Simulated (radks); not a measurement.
Polarisabilities and homonuclear dispersion coefficients (atomic units). Method: non-relativistic Kohn-Sham, LDA (Slater exchange, Perdew-Wang correlation), spin-unpolarised, spherical densities, point nucleus; computed with a radial shooting solver on a logarithmic mesh with Libxc functionals. Response by self-consistent Sternheimer equations with the Hartree and adiabatic LDA kernel. For heavy and open-shell atoms this level of theory can miss by tens of per cent. "Uncoupled" leaves out the induced potential. Quadrupole and octupole values are given only where no p, d or f shell is open. The Sternheimer factor gamma scales a distant field gradient at the nucleus by 1 - gamma.

| species | configuration | alpha1 (bohr^3) | alpha1, uncoupled | alpha2 (bohr^5) | alpha3 (bohr^7) | C6 | C8 | Sternheimer gamma | recommended alpha1 |
|---|---|---|---|---|---|---|---|---|---|
| I2+ | [Kr] 4d10 5s2 5p3 | 14.52 | 25.24 | - | - | 102.1 | - | - | - |
| Be | [He] 2s2 | 43.80 | 80.58 | 370.0 | 5897 | 263.9 | 13560 | 0.855 | 37.74 +/- 0.03 |
| O | [He] 2s2 2p4 | 6.013 | 7.213 | - | - | 18.40 | - | - | 5.3 +/- 0.2 |
| Sr | [Kr] 5s2 | 188.5 | 352.6 | 4962 | 121500 | 2969 | 387400 | 5.85 | 197.2 +/- 0.2 |
| Ge+ | [Ar] 3d10 4s2 4p1 | 18.94 | 30.38 | - | - | 109.3 | - | - | - |
| Sc | [Ar] 3d1 4s2 | 116.2 | 225.0 | - | - | 1423 | - | - | 97 +/- 10 |
| In+ | [Kr] 4d10 5s2 | 26.33 | 51.27 | 149.1 | 1544 | 181.4 | 5983 | -17.7 | - |
| Fe2+ | [Ar] 3d6 | 4.075 | 5.083 | - | - | 11.93 | - | - | - |
| Ni+ | [Ar] 3d9 | 8.916 | 11.99 | - | - | 31.11 | - | - | - |

Recommended values: Schwerdtfeger and Nagle, table of static dipole polarisabilities (2023 update), measured or computed.

Beside tabulated values, note that relativity, absent from the non-relativistic runs, is large for the heavy elements, and spin-unpolarised runs miss the spin-polarisation part of the exchange energy of open shells.
